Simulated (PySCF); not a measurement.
## In2O, singlet: computed properties

Level of theory: PBE in PySCF with O def2-TZVP, In def2-TZVP with ECP28; scalar-relativistic core potentials, no spin–orbit coupling; density-fitted integrals.

The structure is a minimum.

Z-matrix (Å, degrees; charge 0 multiplicity 1):
```
O
In 1 2.0292
In 1 2.0292 2 180.00
```

```json
{"Point group": "D∞h", "Bond lengths": "O–In 2.029 Å (×2)", "Bond angles": "In–O–In 180.0°", "Zero-point energy": "5.9 kJ/mol", "Atomisation energy without zero-point energy": "808 kJ/mol", "Dipole moment": "0.00 D", "Principal quadrupole moments (Buckingham, traceless) about the centre of mass": "-3.49, 1.75, 1.75 D Å", "Enthalpy at 298.15 K above 0 K": "14.90 kJ/mol", "Lowest empty level": "-1.77 eV", "Highest occupied level": "-5.00 eV", "Heat capacity Cp at 298.15 K": "56.8 J/(mol K)", "Rotational symmetry number": "2", "Entropy at 298.15 K and 1 bar": "310.3 J/(mol K)", "Principal polarisabilities": "76.6, 76.6, 158.5 bohr³", "Rotational constants": "0.01782 cm⁻¹"}
```

Harmonic modes (masses in u: O 15.995, In 114.904):
```csv
symmetry,ω (cm⁻¹),"IR (km/mol, summed over degenerate members)",μ (u)
πu,45,11.5,16.94
σg+,195,0.0,114.90
σu+,707,629,16.94
```

In D∞h the vibrations span πu + σg+ + σu+. The σg+ mode carries no infrared intensity, as symmetry demands. With a centre of inversion only u modes can be infrared active and only g modes Raman active.

Charges (e):
```
 atom  Mulliken  Löwdin  polar tensor  Mayer order to O1
   O1     -0.60   -0.36         -1.23                  –
In2,3      0.30    0.18          0.62               1.02
```

Mulliken populations on O1: s 3.86, p 4.73, d 0.01, f 0.00.

Outer orbital energies (eV). occupied: -17.62, -17.62, -16.96, -9.34, -6.89, -5.94, -5.94, -5.00; empty: -1.77, -1.77, -1.48, -1.48.

Only a few start shapes were tried, so a lower isomer may exist.

The final relaxation and frequency run took 17 s on 4 threads of a shared Arm Neoverse V2 host, with 131 basis functions and 7 gradients; the process peaked at 0.99 GiB.
